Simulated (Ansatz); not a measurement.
C₂H₇GaSe, SMILES `[CH3][Ga]([CH3])[SeH]`. Charge 0, multiplicity 1. Geometry: relaxed with PBE0-D4/def2-TZVP. It is one conformer, not always the lowest.

```xyz
11

C     1.680   -0.367    0.205
Ga   -0.190    0.013   -0.267
C    -1.650    0.429    0.980
Se   -0.780    0.011   -2.534
H     2.241    0.571    0.237
H     2.153   -1.015   -0.533
H     1.752   -0.833    1.189
H    -1.389    1.301    1.585
H    -2.586    0.632    0.460
H    -1.806   -0.408    1.665
H     0.574   -0.335   -2.986
```

**Question.** What is the dipole moment at r2SCAN/def2-TZVPP? (Best estimate.)

**Answer.** Computed: 1.91 D, with components (0.95, -0.10, 1.65) D in this frame, pointing from negative to positive charge.

**Question.** And with PBE, B3LYP, ωB97M-V? (An estimate is asked.)

**Answer.** The calculation gave: PBE 1.80 D, B3LYP 1.86 D, ωB97M-V 1.95 D.

**Question.** Give the Mulliken charges with r2SCAN, ωB97M-V, B3LYP in def2-TZVPP. (Estimate.)

**Answer.** The calculation gave: 
```csv
atom,r2SCAN,ωB97M-V,B3LYP
C1,-0.31,-0.47,-0.39
Ga2,0.41,0.44,0.41
C3,-0.32,-0.47,-0.39
Se4,-0.26,-0.26,-0.25
H5,0.07,0.12,0.10
H6,0.07,0.12,0.10
H7,0.07,0.12,0.10
H8,0.07,0.12,0.09
H9,0.07,0.12,0.10
H10,0.07,0.11,0.09
H11,0.05,0.06,0.04
```

B3LYP here is the variant with VWN-RPA as its local correlation; programs differ in this.
